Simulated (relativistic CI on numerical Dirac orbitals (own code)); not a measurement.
## Cr⁴⁺: L-alpha,beta X-ray emission

Computed with this model: Dirac-Coulomb-Breit CI, orbitals from a KLI potential per configuration, model QED (radiative potential, 1s self-energy scaled to tabulated hydrogen-like ionisation energies), multiplet model of X-ray emission after core ionisation, unscaled Slater integrals; configurations [Ar] 3d2 → [He] 2s2 2p5 3s2 3p6 3d2 → [Ar] 3d; 300 K; Lorentzian 0.42 eV and Gaussian 0.5 eV FWHM. Energies are those of the free ion, without screening or charge transfer. S is read from ⟨S²⟩ = S(S + 1).

Field parameters in Wybourne normalisation: D3d B²₀ = −7Dσ, B⁴₀ = −14Dq − 21Dτ, B⁴₃ = −14√(10/7) Dq. The field is a parameter set, without covalency.

Peaks in eV (height, largest 100): 588.3 (13), 589.6 (22), 593.1 (66), 597.7 (100).

Task: Which surroundings give this spectrum?
A. D3d, 10Dq = 23000, Dσ = -240, Dτ = 260 cm⁻¹
B. free ion
C. D3d, 10Dq = 23000, Dσ = 1200, Dτ = 260 cm⁻¹
D. D3d, 10Dq = 23000, Dσ = 240, Dτ = 260 cm⁻¹

Result: B. free ion, where the ground state has S = 1.00.
